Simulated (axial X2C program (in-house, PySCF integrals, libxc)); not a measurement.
**CuSn: from the spin-free to the two-component result**

Calculated with an in-house all-electron X2C program for linear molecules (integrals from PySCF). Spin-free means the one-electron spin-free X2C Hamiltonian; two-component (2c) means X2C with spin–orbit coupling and atomic mean-field two-electron Coulomb and Gaunt terms, so the difference of the two also holds small scalar two-electron terms. Basis: Sn dyall-v3z [11s12p9d1f], Cu dyall-v3z [9s9p6d3f2g] (cores contracted in-house); Gaussian nuclei, density fitting, unrestricted open shells. Masses: Sn 119.902 u, Cu 62.930 u.

Spin-free state: M_S = 1/2, Λ = 1 (beyond evenly filled blocks: π+α); fragments Sn + Cu.

```tsv
level	Re (Å)	ωe (cm⁻¹)	De (eV)	μ (D)
PBE0	2.462	214.2	1.930	0.78
r2SCAN0	2.443	220.5	1.818	1.06
LDA	2.379	243.8	2.929	0.11
```

Dipoles are positive if Cu is the positive end.

Question: Within this multiplet, which Ω should lie lowest by the rule for regular and inverted multiplets?

Answer: The open π shell holds one electron, so the multiplet is regular: Ω = Λ − 1/2 = 1/2. The PBE0 2c search agrees.

Two-component determinant lowest at the distance of the search:

Ω = 1/2 (⟨Sz⟩ = -0.49, ⟨Lz⟩ = 0.99 at PBE0); fragments Sn + Cu.

| level | Re (Å) | ωe (cm⁻¹) | μ (D) |
| --- | --- | --- | --- |
| PBE0 | 2.466 | 212.3 | 0.73 |
| r2SCAN0 | 2.447 | 218.7 | 1.01 |
| LDA | 2.382 | 241.8 | 0.06 |

Question: From the two tables, how do the constants change at the PBE0 level (2c against spin-free)?

Answer: At the PBE0 level Re goes up by 0.004 Å and ωe drops by 1.9 cm⁻¹.

The state is one determinant whose occupation by symmetry is held fixed; it was picked as the lowest of a PBE0 search that is not exhaustive. De is counted from the lowest determinant-based energies of the atoms at the same level, without counterpoise correction. De is not given where an atomic determinant may have missed its ground term or J level, or where the truncated virtual space spoils (T). Density functionals use the spin component along the axis (collinear). Without a current term, density functionals place determinants with orbital angular momentum somewhat too high.
